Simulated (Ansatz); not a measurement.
Ansatz (a program for electronic structure) input (SVWN5/def2-TZVP):

Ansatz 0.2 input:
```yaml
crystal:
  periodic: [false, false, false]
  atoms:
    - {symbol: Hf, position_ang: [-0.00000000, -0.00000000, -0.02567565]}
    - {symbol: H, position_ang: [0.00000000, 0.00000000, 1.84864666]}
basis:
  gaussian:
    orbitals: def2-TZVP
hamiltonian:
  xc: {name: SVWN5}
magnetization: {spin_polarized: true, initial_magnetization: 3}
relax: {f_tol: 0.003, max_steps: 100}
```

End of the output:

```
integrals: 0.01 GiB planned
389 factors; their error is unknown
mean field: 0.11 GiB planned
mean field evaluation 256: about -1313.7014 eV, gradient 2.9e0 eV
mean field evaluation 288: about -1313.2149 eV, gradient 3.3e-2 eV
mean field evaluation 320: about -1313.8774 eV, gradient 3.0e-6 eV
mean field evaluation 352: about -1313.3032 eV, gradient 7.5e-1 eV
mean field evaluation 384: about -1309.7088 eV, gradient 1.0e1 eV
mean field -1314.17506184 eV, -48.2950427426 hartree, gradient 2.3e-6 eV, S^2 3.751700; 24 other end points of the search recorded, 0 dependent functions left out
the calculation of the forces begins
reference -1314.17509395 eV, -48.2950439229 hartree; 8, 5 occupied and 38, 41 virtual orbitals, 389 factors
Total energy: -1314.17509395 eV, -48.2950439229 hartree
Atom 0 at    -0.000000     0.000000    -0.017133 Å, force    -0.000000     0.000000    -0.000148 eV/Å
Atom 1 at     0.000000    -0.000000     1.840104 Å, force     0.000000    -0.000000     0.000148 eV/Å
Dipole moment:    -0.000000     0.000000    -0.434245 e Å
```

The spin state was set by rule; other spins were not relaxed.
